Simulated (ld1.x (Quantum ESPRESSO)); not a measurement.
hydrogen (H): one change to an ultrasoft potential, before and after

H, ultrasoft, made with ld1.x (Quantum ESPRESSO) 7.5 (LDA (PZ), scalar-relativistic). Core none, reference 1s1. Waves: 1s (bound): rcut 1.20, rcutus 1.30 bohr; 1s channel at 0.2 Ry: rcut 1.20, rcutus 1.30 bohr; 2p channel at 0.05 Ry: rcut 1.20, rcutus 1.35 bohr. Local part: all-electron potential smoothed inside 1.00 bohr (lloc = -1). Core correction: none. Augmentation charge: built from norm-conserving waves at rcut, not smoothed further.

All-electron outer shells of the reference configuration (LDA (PZ), scalar-relativistic, ld1.x):

```json
{"shell": "1s", "level (eV)": "-6.36", "outermost node (bohr)": "–", "outermost maximum (bohr)": "1.05"}
```

Change: all radii scaled by about 1.27 (s 1.64, p 1.72 bohr, rcut 1.52/1.52); local potential all-electron potential smoothed inside 1.26 bohr (lloc = -1).

Cutoffs: the cutoffs (Ry, on a coarse ladder) from which the occupation-weighted sum of valence levels, in a spherical-Bessel basis at the reference potential, stays within 10 and 1 mRy of its value at 400 Ry; they do not see the model core or the augmentation charge, which bear on the density cutoff. Errors are all-electron minus pseudo energies relative to the spin-unpolarised reference configuration.

**Question.** How do hardness, ghosts and transferability respond?

**Answer.** The potential gets softer (12 Ry and 21 Ry → 10 Ry and 15 Ry); of the 3 tests that both files solve, the error grows in 3 and shrinks in 0 by more than 15 % and 0.3 meV (median size 1.3 → 3.9 meV); neither file shows a bound ghost. A larger radius leaves more room for a smooth pseudo-wave, so fewer plane waves are needed. More of the atom is replaced by a form fitted at one configuration, so other configurations suffer.

```tsv
quantity	base	changed
cutoff, loose	12 Ry	10 Ry
cutoff, tight	21 Ry	15 Ry
bound ghosts	none	none
error for 1s0.5, meV [ΔE 4.64 eV]	+1.3	+3.9
error for 1s1 (spin-polarised), meV [ΔE -0.90 eV]	-3.7	-9.5
error for 1s0.5 (spin-polarised), meV [ΔE 4.26 eV]	-0.9	-2.2
lowest overlap eigenvalue by channel	s 0.99, p 0.85	s 0.96, p 0.91
```
